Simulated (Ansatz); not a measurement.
Relaxation of CH10O2Si3 (16 atoms, charge 0, multiplicity 1), to a largest force component of 0.02 eV/Å in at most 40 steps.

Theory: RKS PBE0-D4/6-31G* (Ansatz 0.2.0).

```xyz
16
Properties=species:S:1:pos:R:3:forces:R:3
Si 0.000 0.000 0.000 0.22 0.54 -0.90
H 0.000 0.000 1.460 0.12 0.19 0.52
O 1.584 0.000 -0.559 -0.47 -0.48 0.11
Si 2.491 -1.376 -0.887 -0.32 1.10 0.16
H 1.660 -2.352 -1.586 -0.04 -0.47 -0.33
H 3.632 -1.020 -1.725 0.37 0.18 -0.27
H 2.969 -1.954 0.366 0.19 -0.31 0.48
O -0.791 1.371 -0.559 -0.08 -0.55 0.19
Si -2.400 1.426 -1.040 1.15 0.15 0.29
H -3.212 0.642 -0.114 -0.41 -0.32 0.33
H -2.862 2.811 -1.038 -0.10 0.48 0.01
H -2.527 0.874 -2.385 -0.15 -0.22 -0.54
C -0.881 -1.526 -0.623 -0.16 -0.17 -0.02
H -1.380 -2.038 0.226 0.13 0.13 -0.50
H -1.641 -1.233 -1.377 0.30 -0.45 0.26
H -0.145 -2.215 -1.088 -0.75 0.19 0.19
```

Problem. Where does it end, and by what steps?

Solution. The forces met the threshold. The force dipped under the threshold on the way, but the program's further checks kept it going. After 34 steps the energy has fallen by 0.451 eV; H11 moved furthest, 1.99 Å.

```csv
step,energy less start (eV),largest force component (eV/Å),accepted
0,0.0000,1.148,yes
2,-0.2529,0.468,yes
4,-0.3502,0.122,yes
6,-0.3776,0.316,yes
8,-0.3797,0.204,no
10,-0.4075,0.106,yes
12,-0.4101,0.123,yes
14,-0.4174,0.193,yes
16,-0.4232,0.051,yes
18,-0.4274,0.089,yes
20,-0.4310,0.079,yes
22,-0.4340,0.127,yes
24,-0.4372,0.277,yes
26,-0.4445,0.031,yes
28,-0.4457,0.191,no
30,-0.4484,0.014,yes
32,-0.4504,0.047,yes
34,-0.4512,0.016,yes
```

```xyz
16
Properties=species:S:1:pos:R:3
Si -0.463 -0.571 0.343
H -0.180 -0.490 1.798
O 0.905 -0.186 -0.495
Si 2.263 -0.751 -1.237
H 1.982 -2.026 -1.958
H 2.731 0.267 -2.212
H 3.338 -1.002 -0.236
O -1.596 0.574 -0.002
Si -1.869 1.669 -1.214
H -3.232 2.230 -1.022
H -0.873 2.775 -1.182
H -1.802 1.011 -2.551
C -1.078 -2.256 -0.159
H -2.019 -2.494 0.350
H -1.260 -2.300 -1.239
H -0.353 -3.039 0.091
```

Whether the end is a true minimum wasn't checked by a vibrational analysis.

The run took 6.7 min on 2 threads of Intel(R) Xeon(R) Processor @ 2.50GHz (Skylake/Cascade Lake), on a shared host, peak memory 0.34 GiB.
